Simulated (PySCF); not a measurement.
What does the GFN2-xTB structure of `CCC1=COC=CO1` look like in three dimensions?

```
atom  x, y, z in Å
C1    -2.205    0.490   -0.529
C2    -1.351   -0.767   -0.358
C3     0.045   -0.412    0.045
C4     0.545   -0.566    1.261
O5     1.837   -0.211    1.641
C6     2.534    0.382    0.605
C7     2.047    0.547   -0.612
O8     0.783    0.142   -1.004
H9    -1.759    1.146   -1.273
H10   -3.206    0.223   -0.856
H11   -2.276    1.030    0.412
H12   -1.310   -1.303   -1.308
H13   -1.788   -1.418    0.398
H14   -0.010   -0.988    2.079
H15    3.517    0.701    0.902
H16    2.591    1.013   -1.414
```

Orientation and origin are arbitrary. Atoms count from 1 in this order. O8 (cyclic ether oxygen) is bent (angle 112.6°). The 6-membered ring C3–C4–O5–C6–C7–O8 has internal angles of 111.9° to 124.9° (sum 720°, against 720° for a flat polygon); it is almost planar, 0.01 Å rms from its mean plane, widest ring torsion 3°. Of the pairs four or more bonds apart, O8···H9 is among the closest relative to their van der Waals radii: 2.75 Å, 101 % of the sum of Bondi's values. The C–C distances run from 1.321 Å (C6=C7, drawn double) to 1.530 Å (C1–C2, drawn single), a spread of 0.209 Å.

Bonds between heavy atoms (Å): C1–C2 1.530, C2–C3 1.496, C3=C4 1.324, C4–O5 1.392, O5–C6 1.382, C6=C7 1.321, C7–O8 1.384, C3–O8 1.397.

Structure optimised with GFN2-xTB, isolated species.

Point group: C1 (no symmetry element, even within 0.4 Å). No GFN2-xTB frequencies stand behind this structure, so it isn't proved a minimum. The numbers are those of one conformer (C1–C2–C3–C4 106°).

The numbers are calculated, not measured.
